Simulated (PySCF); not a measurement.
Basis and Hamiltonian dependence of the excitation energy of He⁺

He⁺ 1s1 (2S) → He⁺ 2p1 (2P). All values are computed (PySCF 2.14, energy differences of UHF-based or UKS calculations, no spin-orbit coupling). Values in eV.

| basis | Hamiltonian | functions | UHF | PBE | PBE0 |
| --- | --- | --- | --- | --- | --- |
| aug-cc-pVDZ | non-relativistic | 9 | 41.689 | 40.718 | 40.952 |
| dyall-av2z | non-relativistic | 13 | 42.530 | 41.478 | 41.729 |
| ANO-RCC-VTZP | spin-free X2C | 14 | 41.572 | 40.595 | 40.833 |
| def2-TZVPPD | non-relativistic | 17 | 41.186 | 40.272 | 40.493 |
| aug-cc-pVTZ | non-relativistic | 23 | 41.258 | 40.343 | 40.564 |
| dyall-acv3z | non-relativistic | 29 | 41.372 | 40.433 | 40.659 |
| dyall-av3z | non-relativistic | 29 | 41.372 | 40.433 | 40.659 |
| x2c-QZVPPall | spin-free X2C | 30 | 48.917 | 47.540 | 47.869 |
| def2-QZVPPD | non-relativistic | 33 | 41.009 | 40.120 | 40.338 |
| x2c-QZVPPall with one added diffuse shell each of s, p, d type | spin-free X2C | 39 | 41.138 | 40.230 | 40.450 |
| aug-cc-pVQZ-DK | spin-free X2C | 46 | 41.008 | 40.113 | 40.334 |
| aug-cc-pVQZ | non-relativistic | 46 | 41.006 | 40.110 | 40.331 |
| aug-cc-pV5Z | non-relativistic | 80 | 40.904 | 40.024 | 40.244 |

Question: Estimate the row for aug-cc-pVDZ-DK (spin-free X2C, 9 functions).

Answer: From the rows with the same Hamiltonian and similar size; the calculation gives UHF 41.69; PBE 40.72; PBE0 40.95 (eV).

At PBE0, aug-cc-pVDZ, dyall-av2z, x2c-QZVPPall, x2c-QZVPPall with one added diffuse shell each of s, p, d type, aug-cc-pVQZ-DK, aug-cc-pV5Z lie more than 0.3 eV from the median of the rows with comparable relativity. Of these, x2c-QZVPPall has no diffuse functions of the l that the added or promoted electron needs.

Reference for a calculation without spin-orbit coupling: 40.814 eV (measured, between term centres; NIST).
